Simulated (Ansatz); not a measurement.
Geometry optimisation, Ansatz 0.2.0, RKS PBE0-D4/def2-SVP.

Input file:

```yaml
crystal:
  periodic: [false, false, false]
  atoms:
    - { symbol: C, position_ang: [-0.09675, 1.96629, -1.20392] }
    - { symbol: C, position_ang: [0.13726, 1.09694, -0.39532] }
    - { symbol: Si, position_ang: [0.93677, -0.34789, 0.46757] }
    - { symbol: "N", position_ang: [-0.47908, -1.49625, 0.54091] }
    - { symbol: H, position_ang: [-0.36783, 2.75492, -1.86088] }
    - { symbol: H, position_ang: [0.88598, 0.10609, 1.91249] }
    - { symbol: H, position_ang: [-0.18972, -2.38744, 0.93089] }
    - { symbol: H, position_ang: [-0.82664, -1.69266, -0.39176] }
total_charge: -1
basis:
  gaussian: { orbitals: def2-SVP }
hamiltonian:
  xc: pbe0
  dispersion: d4
relax:
  f_tol: 0.015
  max_steps: 40
output:
  orbitals: {}
```

Launched with:

```bash
$ ansatz run input.yaml --threads 1 --pin off --max-ram 2048MiB --backend cpu --events-out ev --progress --plain --runs-dir out
```

Q: Where does it end, and by what steps?

A: The run converged. Limits of this set-up: an anion without diffuse functions, the dipole of an ion depends on the origin. After 14 steps the energy has fallen by 0.358 eV; H7 moved furthest, 1.11 Å.

```tsv
step	energy less start (eV)	largest force component (eV/Å)	accepted
0	0.0000	1.296	yes
1	-0.0950	0.574	yes
2	-0.1266	0.530	yes
3	-0.1660	0.299	yes
4	-0.1554	1.244	no
5	-0.1873	0.200	yes
6	-0.2083	0.430	yes
7	-0.2354	0.735	yes
8	-0.2964	0.354	yes
9	-0.3368	0.208	yes
10	-0.3555	0.104	yes
11	-0.3582	0.026	yes
12	-0.3579	0.079	no
13	-0.3584	0.016	yes
14	-0.3585	0.004	yes
```

```xyz
8
Properties=species:S:1:pos:R:3
C -0.045 1.791 -1.269
C 0.329 0.974 -0.428
Si 1.051 -0.379 0.735
N -0.253 -1.661 0.628
H -0.363 2.508 -2.003
H 0.547 0.322 2.019
H -0.074 -2.269 -0.171
H -1.192 -1.286 0.489
```

The run took 37 s on 1 thread of Arm Neoverse V2, on a shared host, peak memory 0.15 GiB.
